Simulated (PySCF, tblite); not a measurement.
## Complex of Mg2+ and 3 × water

A gas-phase complex of Mg2+ and 3 × water; charge +2, singlet. The structure comes from a short search (6 tight-binding starts) and was relaxed by PBE0-D3(BJ)/def2-TZVPD; another way of binding may lie lower. No frequency run checks that it is a minimum.

Parts: 1 = Mg2+ ([Mg+2]), atoms 1, charge +2; 2 = water (O), atoms 2–4; 3 = water (O), atoms 5–7; 4 = water (O), atoms 8–10.

Coordinates in Å:
```
Mg1     1.351    0.478    0.243
O2      1.082   -1.134   -0.833
H3      1.750   -1.592   -1.370
H4      0.261   -1.638   -0.949
O5      0.335    0.727    1.897
H6      0.039    1.569    2.278
H7      0.026    0.037    2.506
O8      2.651    1.829   -0.327
H9      3.324    2.263    0.221
H10     2.756    2.200   -1.218
```

Contacts between parts, classed by geometry: Mg1···O2 1.957 Å (ion contact); Mg1···O5 1.957 Å (ion contact); Mg1···O8 1.959 Å (ion contact).

Interaction energies are complex less parts, with the parts frozen as they stand in it; counterpoise-corrected, in kcal/mol (PySCF).

Give the interaction energy at each level run.


```csv
level,interaction,superposition error removed
wB97M-D3(BJ)/def2-TZVPD,-213.34,-0.23
PBE0-D3(BJ)/def2-TZVPD,-214.99,-0.26
```

What holds them together? Decompose the wB97M-D3(BJ)/def2-TZVPD energy: frozen parts, their antisymmetrised product, then relaxation.

electrostatic -176.3, Pauli repulsion +60.8, orbital relaxation -95.4, dispersion correction -2.8 kcal/mol, which sum to the value before the counterpoise correction; the Pauli term holds the exchange-correlation of the frozen density too. Of the attraction, 64 % is electrostatic, 35 % is orbital relaxation, 1 % is dispersion correction.

Are the pair energies additive?

The pairs sum to -242.97 kcal/mol (1–2 -82.5, 1–3 -82.5, 1–4 -82.5, 2–3 1.5, 2–4 1.5, 3–4 1.5); the rest of +29.64 is a many-body weakening.

The parts were also relaxed and run alone, at the levels used for the complex: shieldings by PBE0/pcSseg-2; core levels by delta-SCF with SCAN, pcX-2 on the ionised atom and pcseg-1 elsewhere, spin-free X2C.

Values alone: shielding of Mg1 (ppm): 695.0; shielding of O2 (ppm): 329.1; shielding of O5 (ppm): 329.1; Mg1 1s core level (eV): 1334.62; O2 1s core level (eV): 539.76; O8 1s core level (eV): 539.76.

What does binding change?


| property | alone | in the complex | change |
| --- | --- | --- | --- |
| shielding of Mg1 (ppm) | 695.0 | 571.4 | -123.6 |
| shielding of O2 (ppm) | 329.1 | 328.9 | -0.3 |
| shielding of O5 (ppm) | 329.1 | 328.9 | -0.3 |
| Mg1 1s core level (eV) | 1334.62 | 1324.22 | -10.40 |
| O2 1s core level (eV) | 539.76 | 551.34 | +11.58 |
| O8 1s core level (eV) | 539.76 | 551.35 | +11.59 |

Multiply charged ions in the gas phase bind far more strongly than in solution.
